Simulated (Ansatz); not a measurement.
A run on C2H6AlFO, SMILES `CC(F)[O][AlH2]` with other settings.

```yaml
crystal:
  periodic: [false, false, false]
  atoms:
    - {symbol: C, position_ang: [-0.939533, 0.321123, 1.344516]}
    - {symbol: C, position_ang: [-0.745059, 0.368874, -0.202115]}
    - {symbol: F, position_ang: [0.036211, 1.612182, -0.445254]}
    - {symbol: O, position_ang: [0.152695, -0.617353, -0.644837]}
    - {symbol: Al, position_ang: [1.710469, -0.896522, -1.246307]}
    - {symbol: H, position_ang: [-1.517316, -0.583542, 1.447562]}
    - {symbol: H, position_ang: [-0.095059, 0.237596, 1.905501]}
    - {symbol: H, position_ang: [-1.562798, 1.194608, 1.580918]}
    - {symbol: H, position_ang: [-1.594916, 0.457880, -0.771416]}
    - {symbol: H, position_ang: [2.716998, 0.272230, -1.239845]}
    - {symbol: H, position_ang: [1.921539, -2.371390, -1.665775]}
basis:
  gaussian: {orbitals: def2-TZVPD}
magnetization: {spin_polarized: true, initial_magnetization: 2}
hamiltonian: {xc: {name: B2GP-PLYP}, pseudopotentials: {relativity: none}}
accuracy: high
output: {forces: true}
```

```sh
$ ansatz run in.yaml --threads 4 --pin off --events-out ev --progress --plain --max-ram 10444MiB
```

Shortened log:

```
Functional definition: B2GP-PLYP
4193 factors; integrals over basis functions are off by at most 3.9e-9 eV
mean field evaluation 1: about -13504.5117 eV, gradient 3.8e1 eV
mean field evaluation 2: about -13504.5889 eV, gradient 3.8e1 eV
mean field evaluation 4: about -13509.7734 eV, gradient 8.9e0 eV
mean field evaluation 8: about -13510.1038 eV, gradient 1.1e0 eV
mean field evaluation 16: about -13510.1361 eV, gradient 4.0e-2 eV
mean field evaluation 32: about -13510.1364 eV, gradient 2.8e-4 eV
mean field -13510.13639950 eV, -496.4883551822 hartree, gradient 6.7e-8 eV, S^2 2.022680; 5 other end points of the search recorded, 0 dependent functions left out
9 core orbitals not correlated: weight in the atoms' cores, before any rotation towards them, 1.000 or more for the frozen orbitals, at most 0.000 for the correlated occupied ones
reference -13510.13642240 eV, -496.4883560240 hartree; 16, 14 occupied and 226, 228 virtual orbitals, 4193 factors
second order -28.27412095 eV of doubles, -0.00000000 eV of singles
mean field evaluation 96: about -13510.1364 eV, gradient 6.7e-8 eV
Total energy: -13520.31510594 eV, -496.8624157447 hartree
Atom 0 at    -0.939533     0.321123     1.344516 Å, force    -3.380415     0.241328    -3.651335 eV/Å
Atom 1 at    -0.745059     0.368874    -0.202115 Å, force     5.948094     0.690642     2.542283 eV/Å
Atom 2 at     0.036211     1.612182    -0.445254 Å, force    -1.351702    -0.983105     0.054169 eV/Å
Atom 3 at     0.152695    -0.617353    -0.644837 Å, force    -1.947986     0.758412     0.602565 eV/Å
Atom 4 at     1.710469    -0.896522    -1.246307 Å, force    -1.470729    -0.055033     0.051784 eV/Å
Atom 5 at    -1.517316    -0.583542     1.447562 Å, force    -0.431240    -0.277571     0.592014 eV/Å
Atom 6 at    -0.095059     0.237596     1.905501 Å, force     2.558873     0.078341     1.136705 eV/Å
Atom 7 at    -1.562798     1.194608     1.580918 Å, force     0.299631    -0.374403     0.314756 eV/Å
Atom 8 at    -1.594916     0.457880    -0.771416 Å, force    -1.962218    -0.007161    -1.344055 eV/Å
Atom 9 at     2.716998     0.272230    -1.239845 Å, force     1.197830     0.877168     0.010492 eV/Å
Atom 10 at     1.921539    -2.371390    -1.665775 Å, force     0.539862    -0.948618    -0.309378 eV/Å
Dipole moment:    -0.233969    -0.149676     0.203712 e Å
```

It took 2.2 min on 4 threads of an Arm Neoverse V2 on a shared host, with 2.3 GiB of host memory at the peak.
